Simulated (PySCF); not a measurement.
# Excitation energies in several basis sets

C2H4BN.
SMILES: `C#CBN`

TDDFT with PBE0 (PySCF), vertical singlets, core orbitals frozen in the response, spherical d and f functions. Isolated species at its PBE0-D3(BJ)/def2-SVP geometry, gas phase.

```csv
basis,functions,diffuse,S1 (eV),S2 (eV),S3 (eV),S4 (eV),S5 (eV),LUMO (eV),α (au)
6-31G*,64,no,5.24,6.04,6.83,7.71,7.75,-0.29,35.8
def2-SVP,76,no,5.25,6.03,6.78,7.59,7.74,-0.54,38.1
6-31+G*,80,yes,5.18,5.89,6.46,7.04,7.07,-0.75,42.7
def2-SVPD,112,yes,5.17,5.91,6.60,7.45,7.47,-0.81,47.0
aug-cc-pVDZ,128,yes,5.14,5.85,6.42,6.93,6.99,-0.83,48.3
def2-TZVP,148,no,5.18,5.91,6.61,7.53,7.56,-0.76,44.3
def2-TZVPD,184,yes,5.15,5.86,6.48,7.13,7.21,-0.83,48.4
aug-cc-pVTZ,276,yes,5.14,5.84,6.42,6.92,6.98,-0.85,48.7
```

Question: How much do these states and the polarisability depend on the basis?

Answer: States are compared by their number. Against the largest diffuse basis here (aug-cc-pVTZ, itself not a converged limit), sets without diffuse functions differ by up to 0.10 eV in S1 and 0.77 eV in S5; the smaller diffuse sets differ by up to 0.04 and 0.49 eV. State by state, the largest deviation of a set without diffuse functions is S1 0.10, S2 0.19, S3 0.41, S4 0.78, S5 0.77 eV. The same number needn't mean the same state in each row. Against aug-cc-pVTZ the polarisability deviates by -27% in 6-31G*, -22% in def2-SVP, -12% in 6-31+G*, -3% in def2-SVPD, -1% in aug-cc-pVDZ, -9% in def2-TZVP, -1% in def2-TZVPD. A single + in a Pople set puts diffuse functions on heavy atoms only.
